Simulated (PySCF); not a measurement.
# Spinor energies of Ru¹⁵⁺ (ruthenium, charge +15)

Start: [Ar] 3d10 4s1; 4s1/2 filled at m_j = +1/2. Calculated with PySCF 2.14 in an uncontracted even-tempered set (18 s from 0.75 bohr⁻², ratio 2.8; 13 p from 0.97 bohr⁻², ratio 2.8; 8 d from 1.7 bohr⁻², ratio 2.8; 4 f from 4.6 bohr⁻², ratio 3): generalised Hartree-Fock with the X2C-1e Hamiltonian and a Gaussian nucleus; one run each with spin-orbit coupling (SO) switched off, then screened by Boettger's factors.

```json
{"spinor shell": "1s1/2", "electrons": "2", "ε, spin-free (eV)": "-22596.2", "ε, screened SO (eV)": "-22595.0", "weight of nominal j (screened SO)": "1.000", "rms radius, screened SO (bohr)": "0.0384"}
{"spinor shell": "2s1/2", "electrons": "2", "ε, spin-free (eV)": "-3629.2", "ε, screened SO (eV)": "-3628.9", "weight of nominal j (screened SO)": "1.000", "rms radius, screened SO (bohr)": "0.158"}
{"spinor shell": "2p1/2", "electrons": "2", "ε, spin-free (eV)": "-3281.4", "ε, screened SO (eV)": "-3372.1", "weight of nominal j (screened SO)": "1.000", "rms radius, screened SO (bohr)": "0.137"}
{"spinor shell": "2p3/2", "electrons": "4", "ε, spin-free (eV)": "-3281.4", "ε, screened SO (eV)": "-3239.2", "weight of nominal j (screened SO)": "1.000", "rms radius, screened SO (bohr)": "0.142"}
{"spinor shell": "3s1/2", "electrons": "2", "ε, spin-free (eV)": "-947.66", "ε, screened SO (eV)": "-947.59", "weight of nominal j (screened SO)": "1.000", "rms radius, screened SO (bohr)": "0.425"}
{"spinor shell": "3p1/2", "electrons": "2", "ε, spin-free (eV)": "-829.79", "ε, screened SO (eV)": "-846.12", "weight of nominal j (screened SO)": "1.000", "rms radius, screened SO (bohr)": "0.420"}
{"spinor shell": "3p3/2", "electrons": "4", "ε, spin-free (eV)": "-829.79", "ε, screened SO (eV)": "-822.18", "weight of nominal j (screened SO)": "1.000", "rms radius, screened SO (bohr)": "0.431"}
{"spinor shell": "3d3/2", "electrons": "4", "ε, spin-free (eV)": "-643.02", "ε, screened SO (eV)": "-645.78", "weight of nominal j (screened SO)": "0.997", "rms radius, screened SO (bohr)": "0.407"}
{"spinor shell": "4s1/2", "electrons": "1", "ε, spin-free (eV)": "-374.25", "ε, screened SO (eV)": "-374.24", "weight of nominal j (screened SO)": "1.000", "rms radius, screened SO (bohr)": "0.954"}
```

Task: Where does 3d5/2 lie, and what is the 3d spin-orbit splitting (screened SO)?

Result: At -641.13 eV, 4.649 eV above 3d3/2.

```
   quantity    spin-free  screened SO
E (hartree)  -4447.01614  -4447.64884
        M_J          1/2          1/2
       ⟨J²⟩        0.750        0.750
       ⟨L²⟩        0.000        0.007
       ⟨S²⟩        0.750        0.757
```

Each row is a mean over spinors that exchange with the open shell spreads, by up to 2.392 eV (3s1/2).

Breit and QED terms are absent; they matter most for the inner s and p1/2 levels.

Densities and radii are taken from the X2C orbitals without a picture-change correction, which distorts them close to the nucleus.

Without spin-orbit coupling the j labels of p, d and f shells carry no meaning; the spin-free column gives the mean over the occupied spinors of each nl shell.
